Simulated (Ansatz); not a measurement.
The same ligand exchange along the group F, Cl, Br.

Calculated with Ansatz (gas phase, PBE0-D4/def2-TZVP geometries, no zero-point term in ΔE). CCSD(T)/CBS is the MP2 limit (def2-TZVPP, def2-QZVPP) plus CCSD(T) − MP2 in def2-TZVPP, frozen cores. This one scheme is used for every species. DFT in def2-TZVPP. For Br outer-core shells are correlated without core-valence functions, which leaves a few kJ/mol of doubt a bond. Scalar relativity is left out up to krypton. One conformer a species, not always the lowest.

| reaction | B2PLYP (kJ/mol) | HF/CBS(def2) (kJ/mol) | MP2/CBS(def2) (kJ/mol) | CCSD(T)/CBS(def2) (kJ/mol) |
| --- | --- | --- | --- | --- |
| `CO[SiH](O)F` + `O[SiH2]O` → `CO[SiH](O)O[SiH2]O` + H–F | 30 | 34 | 19 | 20 |
| `CO[SiH](O)Cl` + `O[SiH2]O` → `CO[SiH](O)O[SiH2]O` + HCl | -24 | -32 | -22 | -28 |
| `CO[SiH](O)Br` + `O[SiH2]O` → `CO[SiH](O)O[SiH2]O` + HBr | -31 | -41 | -24 | -31 |

Largest T1 diagnostic: 0.012, for `CO[SiH](O)O[SiH2]O`.
